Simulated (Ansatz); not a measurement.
H₃O⁺ ··· H₂Te

The pair of H₃O⁺ (SMILES [OH3+], atoms 1–4) and H₂Te (SMILES [TeH2], atoms 5–7), both closed shells, in one local arrangement (a lower one may exist), relaxed at PBE0-D4/def2-TZVP:

O1  (0.268, 0.054, -1.467)
H2  (0.690, -0.806, -1.624)
H3  (0.775, 0.760, -1.901)
H4  (0.034, 0.261, -0.367)
Te5  (-0.558, 0.660, 1.591)
H6  (0.521, -0.417, 2.243)
H7  (-1.730, -0.511, 1.525)
(Å)

Program: Ansatz 0.2.0. Basis: def2-TZVPPD, with def2-QZVPPD for the basis limit. Cores are frozen in the correlated methods. Filled d shells of the heavier atoms are correlated. Core potentials replace the inner electrons of the atoms past krypton. The def2 sets are not built for correlating such inner shells, so the correlated values are less sure here. B3LYP uses VWN-RPA correlation. Extrapolation: Hartree–Fock as exp(−7.88 √X), correlation as X^−2.97. Interaction energies count from these two fragments, frozen as in the pair, with the counterpoise correction; negative means bound.

Problem. What is the interaction energy by CCSD(T) at an estimated basis limit (MP2 extrapolated from triple and quadruple zeta, plus CCSD(T) − MP2 in triple zeta)? (Judge from chemistry; the value comes from the calculation.)

Solution. By the calculation: -142.4 kJ/mol. Hartree–Fock alone gives -116.4 kJ/mol at the basis limit. It counts from the two fragments frozen as in the pair.

The same quantity by other methods in triple zeta, and each one's difference from that estimate:
```csv
method,E_int (kJ/mol),difference
PBE-D4,-167.2,-24.8
revPBE-D4,-163.8,-21.5
BLYP-D4,-160.7,-18.4
r2SCAN-D4,-160.7,-18.3
B97M-V,-155.7,-13.3
PBE0-D4,-159.6,-17.2
B3LYP-D4,-156.0,-13.6
HSE06-D4,-159.8,-17.5
wB97X-V,-147.8,-5.5
wB97M-V,-143.8,-1.5
B2PLYP,-146.3,-3.9
HF,-116.4,26.0
MP2,-141.1,1.2
CCSD,-134.9,7.5
CCSD(T),-139.2,3.1
```
Differences are method less estimate.

Problem. Which atoms make the shortest contact between the fragments?

Solution. H4 and Te5, 2.08 Å apart.

Energy to bend the free fragments (PBE0-D4 minima) into their shapes in the pair, CCSD(T)/def2-TZVPPD: H₃O⁺ 45.0 kJ/mol; H₂Te 0.1 kJ/mol. This must be added to the interaction energy to get the binding energy from relaxed fragments.

Basis-set superposition shift (counterpoise-corrected less uncorrected): CCSD(T) 7.5; MP2 7.7; HF 0.2; PBE0-D4 0.2; wB97M-V 0.4 kJ/mol.

T1 diagnostic: at most 0.011.

For scale, one of the runs: CCSD(T)/def2-TZVPPD, 184 basis functions, launched by `ansatz run in.yaml --threads 2 --pin off --events-out ev --progress --plain --max-ram 5222MiB`. The run took 54 s on 2 CPU threads of an Arm Neoverse V2 (shared host), with 2.1 GiB of host memory at its peak.
